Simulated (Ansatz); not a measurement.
`[GaH2][AsH2]` + HBr → `[GaH2][Br]` + `[AsH3]` at 298.15 K and 1 bar (cleavage of the Ga–As bond).

Gas-phase electronic energies from Ansatz, PBE0-D4/def2-TZVP geometries. CCSD(T)/CBS adds triple-zeta CCSD(T) − MP2 to the extrapolated MP2 energy (def2 sets, frozen cores). For As, Br, Ga outer-core shells are correlated without core-valence functions, which leaves a few kJ/mol of doubt a bond. Scalar relativity is left out up to krypton.

```json
{"species": "`[GaH2][AsH2]`", "CCSD(T)/CBS energy (Eh)": "-4161.33979", "H − E (kJ/mol)": "90.7", "S (J/(mol·K))": "303.5"}
{"species": "HBr", "CCSD(T)/CBS energy (Eh)": "-2573.91920", "H − E (kJ/mol)": "24.6", "S (J/(mol·K))": "198.6"}
{"species": "`[GaH2][Br]`", "CCSD(T)/CBS energy (Eh)": "-4498.49736", "H − E (kJ/mol)": "49.2", "S (J/(mol·K))": "276.1"}
{"species": "`[AsH3]`", "CCSD(T)/CBS energy (Eh)": "-2236.79077", "H − E (kJ/mol)": "67.8", "S (J/(mol·K))": "222.9"}
```

H − E and S are ideal-gas, rigid-rotor, harmonic terms from PBE0-D4/def2-TZVP. 1 Eh = 2625.50 kJ/mol, R = 8.31446 J/(mol·K).

Question: By hand: ΔE, ΔH, ΔS and ΔG.

Answer: ΔE = (-4498.49736) + (-2236.79077) − (-4161.33979) − (-2573.91920) = -0.02914 Eh = -76.5 kJ/mol. Δ(H − E) = 49.2 + 67.8 − 90.7 − 24.6 = 1.7, so ΔH = -74.8 kJ/mol. ΔS = 276.1 + 222.9 − 303.5 − 198.6 = -3.1 J/(mol·K). ΔG = -74.8 − 298.15 × (-3.1)/1000 = -73.9 kJ/mol.

Question: By hand: the equilibrium constant, and the temperature at which ΔG would vanish if ΔH and ΔS stayed fixed.

Answer: log₁₀ K = −ΔG/(RT ln 10) = 12.9. ΔG = 0 at ΔH/ΔS = 24129 K, far beyond where these terms or the molecules hold.

The number of gas molecules stays the same, so ΔS is small and ΔH decides. A doubt of 5 kJ/mol in ΔE shifts log₁₀ K by 0.9 here. These are equilibria of isolated gas molecules and say nothing of rates. Largest T1 diagnostic: 0.012 (customary marks: 0.02 for closed shells, 0.045 for open ones).
